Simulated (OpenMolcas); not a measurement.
3d4 along the 22-electron sequence

```
Program             : OpenMolcas 26.06
Method              : MS-CASPT2, IPEA 0.25 Eh, imaginary shift 0.1 Eh
Basis               : ANO-R2
Scalar Hamiltonian  : X2C, finite nucleus
Spin-orbit coupling : RASSI with atomic mean-field integrals over the reference wave functions, term energies averaged over their components
```

Active space for each ion: 4 electrons in 10 orbitals (3d 4d); closed shells correlated by CASPT2: 3s 3p.

Computed levels in cm-1 above 5D0:

| Level | Fe4+ | Co5+ | Ni6+ | Cu7+ |
| --- | --- | --- | --- | --- |
| 5D1 | 149 | 209 | 287 | 384 |
| 5D2 | 437 | 609 | 831 | 1102 |
| 5D3 | 850 | 1177 | 1593 | 2090 |
| 5D4 | 1371 | 1887 | 2530 | 3300 |
| 3P0(1) | 24560 | 27900 | 31120 | 33940 |
| 3P1(1) | 25450 | 29150 | 32830 | 36200 |
| 3H4 | 25470 | 29140 | 32660 | 35950 |
| 3H5 | 25810 | 29630 | 33330 | 36870 |
| 3H6 | 26190 | 30150 | 34040 | 37800 |
| weight of 5D in the lowest level (%) | 100 | 100 | 99 | 99 |

Measured, with the error of the calculation in %. Measured levels: Fe4+ from Corliss and Sugar, J. Phys. Chem. Ref. Data 11, 135 (1982); Co5+ from Sugar and Corliss, J. Phys. Chem. Ref. Data 10, 1097 (1981); Ni6+ from Corliss and Sugar, J. Phys. Chem. Ref. Data 10, 197 (1981).

```json
{"Level": "5D1", "Fe4+": "142 (+4.7)", "Co5+": "204 (+2.3)", "Ni6+": "279 (+2.8)"}
{"Level": "5D2", "Fe4+": "417 (+4.7)", "Co5+": "589 (+3.4)", "Ni6+": "804 (+3.4)"}
{"Level": "5D3", "Fe4+": "803 (+5.8)", "Co5+": "1125 (+4.7)", "Ni6+": "1520 (+4.8)"}
{"Level": "5D4", "Fe4+": "1283 (+6.9)", "Co5+": "1782 (+5.9)", "Ni6+": "2392 (+6.0)"}
{"Level": "3P0(1)", "Fe4+": "24055 (+2.1)", "Co5+": "27166 (+2.7)", "Ni6+": "30077 (+3.5)"}
{"Level": "3P1(1)", "Fe4+": "24973 (+1.9)", "Co5+": "28462 (+2.4)", "Ni6+": "31836 (+3.1)"}
{"Level": "3H4", "Fe4+": "24932 (+2.2)", "Co5+": "28377 (+2.7)", "Ni6+": "31672 (+3.1)"}
{"Level": "3H5", "Fe4+": "25226 (+2.3)", "Co5+": "28806 (+2.8)", "Ni6+": "32286 (+3.2)"}
{"Level": "3H6", "Fe4+": "25528 (+2.6)", "Co5+": "29234 (+3.1)", "Ni6+": "32877 (+3.5)"}
```

The fine-structure level 5D4 changes by a factor of 2.41 from Fe4+ to Cu7+. Its fourth root runs 6.08, 6.59, 7.09, 7.58, with steps per unit of Z of 0.51, 0.50, 0.49; equal steps would mean a (Z - σ)^4 law with constant σ.

3P0(1) changes by a factor of 1.38 over the same range, with steps per unit of Z of +3340, +3220, +2820 cm-1.

Term energies are means over components that CASPT2 splits; among the terms shown or strongly mixed into the levels shown the widest spread is 360 cm-1 (3d4 3H, Ni6+). Active for correlation alone: 4d; no level in the range computed is led by a configuration that fills it, so any true level of that kind is missing. Computed and measured levels are paired by configuration, term and J; levels that our copy of the source lacks, or whose pairing is in doubt (as where it misses far off the trend of its configuration), stay unpaired and out of the deviations. Levels of configurations outside the active space are missing.

A number in round brackets counts repeated terms of one configuration in the order of the reference energies.
